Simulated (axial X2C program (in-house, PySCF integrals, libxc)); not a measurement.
Potential curves of SbO, with spin–orbit coupling

All values were computed with an in-house all-electron X2C program for linear molecules (integrals from PySCF). Two-component (2c) means X2C with spin–orbit coupling and atomic mean-field two-electron Coulomb and Gaunt terms. Basis: Sb dyall-cv3z [11s12p8d4f1g], O dyall-av3z [7s6p3d2f] (cores contracted in-house); Gaussian nuclei, density fitting, unrestricted open shells. Masses: Sb 120.904 u, O 15.995 u.

State: Ω = 1/2 (⟨Sz⟩ = -0.50, ⟨Lz⟩ = 1.00 at B3LYP). Energies in kJ/mol from the fragments at the same level (Sb + O). Fits are polynomials in 1 − R0/R over 0.85 to 1.23 times the lowest point R0.

```csv
R (Å),B3LYP
1.5756,-244.14
1.6480,-342.79
1.7023,-385.97
1.7567,-409.53
1.8110,-418.06
1.8744,-413.89
1.9378,-398.72
2.0193,-368.42
2.1189,-322.14
2.2637,-250.69
```

The state is one determinant whose occupation by symmetry is held fixed; it was picked as the lowest of a PBE0 search that is not exhaustive. Dissociation energies refer to the lowest single-determinant-based atoms at the same level and basis. Density functionals use the spin component along the axis (collinear). In 2c an atomic determinant is not the ground J level, so De misses part of the atomic spin–orbit lowering. This holds for B3LYP. Without a current term, density functionals place determinants with orbital angular momentum somewhat too high. The determinant is spin-polarised beyond a pure state at some levels (its spin-free form has ⟨S²⟩ too high), which makes Re and μ there less reliable.

Problem. What are Re, ωe and De at the B3LYP level?

Solution. At B3LYP, 2c: Re = 1.823 Å, ωe ≈ 847 cm⁻¹, De = 4.34 eV to Sb + O; Be follows as 0.359 cm⁻¹.
